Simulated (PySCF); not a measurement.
Input for PySCF: R-MP2/6-31G* on C2H4O2 (a complex), monomers drawn apart or pushed together.

```python
from pyscf import gto, scf, dft, mp
from pyscf.data.elements import chemcore

mol = gto.M(
    atom='''
    C     0.00378860   -0.05332310    0.07245600
    H     0.09211875   -0.01137116   -1.01206274
    H    -1.04859502   -0.11948608    0.34600015
    H     0.52965188   -0.93188648    0.44388972
    H     0.43876912    0.84734216    0.50382329
    O    -0.33413797   -0.96611257    4.85581989
    C    -0.00876219    0.14672880    4.84421622
    O     0.31655798    1.25978651    4.83593757
    ''',
    basis='6-31g*',
    cart=True,
    charge=0, spin=0, verbose=3, max_memory=1800)
mf = scf.RHF(mol)
mf.conv_tol = 1e-8
mf.max_cycle = 100
mf.kernel()
if not mf.converged:
    mf = mf.newton().run(mf.mo_coeff, mf.mo_occ)
pt = mp.MP2(mf, frozen=chemcore(mol)).run()
```

The log:

```
converged SCF energy = -227.828087158423
E(RMP2) = -228.438892393312  E_corr = -0.610805234888124
E(SCS-RMP2) = -228.421851794772  E_corr = -0.593764636348404
```

The calculation finished and met its thresholds.

Cost: very roughly 0.6 core-seconds.
